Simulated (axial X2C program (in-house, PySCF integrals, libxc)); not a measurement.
**Spin–orbit effects down a group: molecules with K, PBE0**

All values come from calculations with an axial X2C code built on PySCF integrals, spin-free (one-electron X2C) or two-component (2c: spin–orbit coupling with atomic mean-field Coulomb and Gaunt terms, which also bring small scalar terms), in Dyall basis sets with cores contracted in-house; open shells are unrestricted.

Basis sets: H dyall-v3z, K dyall-cv3z, Li dyall-cv3z, Na dyall-cv3z.

```json
{"molecule": "KH", "spin-free state": "M_S = 0, Λ = 0", "Re (Å)": "2.235", "ωe (cm⁻¹)": "985.3", "De (eV)": "1.71", "2c state": "Ω = 0", "Re 2c (Å)": "2.235", "ωe 2c (cm⁻¹)": "985.4", "De 2c (eV)": "1.71"}
{"molecule": "LiK", "spin-free state": "M_S = 0, Λ = 0", "Re (Å)": "3.378", "ωe (cm⁻¹)": "206.9", "De (eV)": "0.65", "2c state": "Ω = 0", "Re 2c (Å)": "3.378", "ωe 2c (cm⁻¹)": "206.9", "De 2c (eV)": "0.65"}
{"molecule": "NaK", "spin-free state": "M_S = 0, Λ = 0", "Re (Å)": "3.537", "ωe (cm⁻¹)": "123.8", "De (eV)": "0.60", "2c state": "Ω = 0", "Re 2c (Å)": "3.537", "ωe 2c (cm⁻¹)": "123.8", "De 2c (eV)": "0.60"}
```

Task: Work out the shifts from the spin-free to the two-component result.

Result: 

| molecule | 2c state | ΔRe (Å) | Δωe (cm⁻¹) | ΔDe (eV) |
| --- | --- | --- | --- | --- |
| KH | Ω = 0 | 0.000 | 0.1 | 0.00 |
| LiK | Ω = 0 | 0.000 | 0.0 | 0.00 |
| NaK | Ω = 0 | 0.000 | 0.0 | 0.00 |

Shifts of one unit in the last digit are rounding.

Each entry is the lowest single determinant of a limited PBE0 search at one distance. De goes to single-determinant-based atoms at the same level (for ions the charge split of lowest energy) and is withheld (n/a) where an atom does not fit its ground term or J level. Main or longest-lived isotopes.
